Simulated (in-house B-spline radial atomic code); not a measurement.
Tc. Computed with a B-spline radial atomic code. Model: non-relativistic spherical atom: semilocal Troullier-Martins pseudo-atom, one channel per l, against all electrons, high spin, G0W0 and RPA with empty states to l = 8, local potential for every l without a channel, a model core (radius 0 = none) keeps its share of the functional.

Without relativity these are model numbers for so heavy an element.

What the tables leave out is listed at the end.

The pseudopotential gives back the lowest level of each angular momentum of its own functional in the configuration it was made in; a second state of the same l is only approximately right. Exact exchange, RPA and GW see the smooth pseudo-orbitals and miss the exchange with the core, for which the functional's share stands in. The column with an uncorrelated core keeps all orbitals and exact exchange, and so separates missing core correlation from pseudisation. Only the three outermost levels and the lowest empty one were computed. RPA here is direct RPA, with no exchange kernel, and its energies carry an (l + 1/2)⁻⁴ tail. A hybrid on a potential with a model core restores only its own semilocal share of the core's exchange.

Command:
```bash
python run_psgw.py task.json out
```
Settings (lengths in bohr, energies in hartree):
```
Z                      43
electrons              43
configuration          [Kr] 4d5 5s2
generated_in           [Kr] 4d5 5s2
functional             pbe,pbe
core_shells            6
radius_factor          1.3
core_correction        True
ion_configuration      [Kr] 4d5 5s1
```

Cost of the run: 78 s on 1 thread of Arm Neoverse N1, on a shared host.

Given: made with PBE; model core radius 0.713 bohr; local radius 1.329 bohr; mean-field start PBE0.

Valence shells of the generating configuration: 4s, 4p, 4d, 5s.

Channel: s 1.277, p 1.34, d 1.623 (radii in bohr).

Computed: largest level miss in the spin-unpolarised generating configuration 0.144 eV; valence RPA correlation energy all-electron orbitals -0.79845 hartree; all-electron RPA polarisability, core included 60.738 bohr³; ionisation by mean-field all-electron 6.4799 eV; ionisation by mean-field pseudo minus all 0.106 eV; ionisation by RPA all-electron 7.0238 eV; ionisation by RPA pseudo minus all 0.102 eV.

```
          level  occupied  mean-field all-electron (eV)  mean-field pseudo minus all (eV)  G0W0 all-electron (eV)  G0W0 uncorrelated core minus all (eV)  G0W0 pseudo minus all (eV)  exchange self-energy all-electron (eV)  exchange self-energy pseudo (eV)
        5s down         1                       -4.6692                            -0.086                 -6.9081                                  0.023                      -0.103                                 -7.9152                           -7.5209
          5s up         1                       -5.8698                            -0.107                 -8.1747                                  0.029                      -0.115                                 -10.584                           -10.044
4d down (empty)         0                        -3.263                            -0.094                  -1.139                                  0.062                      -0.079                                 -9.4781                           -7.0296
```

Q: What is the valence RPA correlation energy pseudo?

A: -0.82053 hartree.

Q: What is the pseudo-atom RPA polarisability?

A: 59.116 bohr³.

Among the listed levels the largest G0W0 shift of the pseudo-atom is -0.12 eV, for 5s up on the PBE0 start, while leaving the core uncorrelated moves that level by +0.03 eV. The rest, -0.14 eV, comes from pseudisation and the lost core exchange. Not in the tables (levels of low weight, unsolved or above zero; the highest and the empty levels are kept at any weight): the PBE start was refused, since an empty level lay at or below an occupied one; on PBE0 the G0W0 levels 4d up (pseudo minus all -0.20 eV, weights 0.67 and 0.67); no Hartree-Fock pseudo-atom is run with a model core.
